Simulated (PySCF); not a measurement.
Ge(H)3(tBu), SMILES C[C](C)(C)[GeH3] (GFN2-xTB optimised geometry):

```
17

Ge    -1.519     0.103     0.000
C      0.487     0.103     0.000
C      0.989     0.869     1.219
C      0.989     0.776    -1.273
C      0.989    -1.336     0.053
H     -2.079     1.493     0.000
H     -2.078    -0.592    -1.204
H     -2.079    -0.592     1.204
H      2.079     0.880     1.245
H      0.637     1.900     1.196
H      0.631     0.405     2.138
H      0.631     1.804    -1.330
H      0.637     0.241    -2.154
H      2.079     0.792    -1.295
H      0.630    -1.900    -0.807
H      0.638    -1.831     0.958
H      2.079    -1.363     0.049
```

Computed with B3LYP/def2-SVP (PySCF).

Q: What are the frontier orbital energies and the dipole moment?

A: HOMO-2 -8.95 eV, HOMO-1 -8.95 eV, HOMO -7.51 eV, LUMO 0.89 eV, LUMO+1 1.71 eV; dipole moment 0.83 D.

Meta-Löwdin charges at B3LYP/def2-SVP: Ge1 0.35, C2 -0.08, C3 -0.28, C4 -0.28, C5 -0.28, H6 -0.08, H7 -0.08, H8 -0.08, H9 0.09, H10 0.09, H11 0.09, H12 0.09, H13 0.09, H14 0.09, H15 0.09, H16 0.09, H17 0.09.
